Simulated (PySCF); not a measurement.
PySCF job for triaminosilyl (H6N3Si), SMILES N[Si](N)N, multiplicity 2, PBE0/pcH-1. The structure is a stationary point at B3LYP-D3(BJ)/def2-SVP. One conformer was computed; it need not be the lowest.

```python
import numpy as np
from pyscf import gto, scf, dft
from pyscf.prop.hfc import uks as hfc
from pyscf.prop.gtensor import uks as gtensor

mol = gto.M(
    atom='''
    N     0.46467056    1.55617027    0.22876267
    Si    0.00000000    0.00000000   -0.42241832
    N     1.11534770   -1.18050165    0.22876267
    N    -1.58001827   -0.37566862    0.22876267
    H    -0.27123357    2.08762131    0.68945764
    H     1.05867175    2.17195790   -0.31951085
    H     1.35163485   -2.00281558   -0.31951085
    H     1.94354988   -0.80891549    0.68945763
    H    -2.41030659   -0.16914232   -0.31951084
    H    -1.67231630   -1.27870583    0.68945763
    ''',
    basis='pcH-1',
    charge=0,
    spin=1,
    max_memory=1600,
    verbose=3,
)
mf = dft.UKS(mol, xc='pbe0').density_fit(auxbasis='def2-universal-jkfit')
mf.grids.level = 3
mf.conv_tol = 1e-10
mf.max_cycle = 100
mf.kernel()
fine, coarse = mf.grids, dft.Grids(mol).set(level=1).build(with_non0tab=True)
for _ in range(3):  # follow internal instabilities
    mf.grids = coarse
    mo, _, stable, _ = mf.stability(return_status=True, nroots=4)
    mf.grids = fine
    if stable:
        break
    mf.kernel(mf.make_rdm1(mo, mf.mo_occ))
A = hfc.HFC(mf).make_fcdip(mf.make_rdm1())  # Fermi contact and dipolar terms, MHz
print('atom   A(iso)/MHz   principal dipolar parts/MHz')
for i, a in enumerate(A):
    w = np.linalg.eigvalsh((a + a.T) / 2)
    print(f'{mol.atom_symbol(i):2s}{i + 1:3d} {w.mean():12.2f}', (w - w.mean()).round(2))
gt = gtensor.GTensor(mf)
gt.dia_soc2e, gt.para_soc2e, gt.so_eff_charge = None, None, True
gt.max_cycle_cphf = 60
g = gt.kernel()
```

Output:

```

WARN: HOMO -0.155782155112803 >= LUMO -0.155782155112789

converged SCF energy = -457.091052108893  <S^2> = 0.75230564  2S+1 = 2.0023043
<class 'pyscf.df.df_jk.DFUKS'> wavefunction is stable in the internal stability analysis
atom   A(iso)/MHz   principal dipolar parts/MHz
N   1        15.96 [-6.24 -5.93 12.17]
Si  2      -603.38 [-116.52   58.26   58.26]
N   3        15.96 [-6.24 -5.93 12.17]
N   4        15.96 [-6.24 -5.93 12.17]
H   5        -3.43 [-8.4  -2.12 10.52]
H   6        -5.32 [-8.6  -4.22 12.82]
H   7        -5.32 [-8.6  -4.22 12.82]
H   8        -3.44 [-8.4  -2.12 10.52]
H   9        -5.32 [-8.6  -4.22 12.82]
H  10        -3.44 [-8.4  -2.12 10.52]
SOC(1e)/OZ [-3.48802491e-04 -3.48794852e-04 -6.40852883e-05]
free electron g 2.00231930436182
g-tensor total [2.00189963 2.00189964 2.00215928]
g-shift (ppt) [-0.41967528 -0.41966769 -0.16002467]
```

The calculation finished and met its thresholds.

Cost: very roughly 3 core-minutes.
